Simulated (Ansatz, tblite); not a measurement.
Cost and result up the ladder for the cluster Mg2Se2 (4 atoms). Charge 0, multiplicity 1. Geometry: r2SCAN-D4/def2-SVP.

```xyz
4

Mg    0.1137   -0.2861   -1.3243
Mg   -0.1137    0.2861    1.3242
Se    1.9805    0.5406    0.0533
Se   -1.9804   -0.5406   -0.0533
```

Ansatz on 4 threads of Arm Neoverse V2 on a shared host; xTB runs through tblite on one thread. Times are rough, summed over both states, and most runs start from the orbitals of an earlier one. PBE0-D4/def2-TZVP serves as the yardstick here, not as an exact answer. The other state is a doublet.

The xTB rows come from tblite. The structure comes from a short search, and lower isomers may exist.

Raw xTB energies of ions are shifted by several eV.

| level | functions | vertical IE (eV) | difference from PBE0-D4/def2-TZVP (eV) |
| --- | --- | --- | --- |
| PBE-D4/def2-TZVP | 160 | 7.51 | -0.18 |
| GFN2-xTB | 36 | 12.33 | 4.64 |
| GFN1-xTB | 26 | 12.72 | 5.03 |
| r2SCAN-D4/def2-TZVP (with forces) | 160 | 7.60 | -0.09 |
| PBE0-D4/def2-TZVP | 160 | 7.69 | 0.00 |

Estimate how long each takes.

GFN1-xTB 0.004 s; GFN2-xTB 0.01 s; PBE-D4/def2-TZVP 4.8 s; PBE0-D4/def2-TZVP 8.2 s; r2SCAN-D4/def2-TZVP (with forces) 12 s. On shared hardware such times vary by a factor of up to 3.
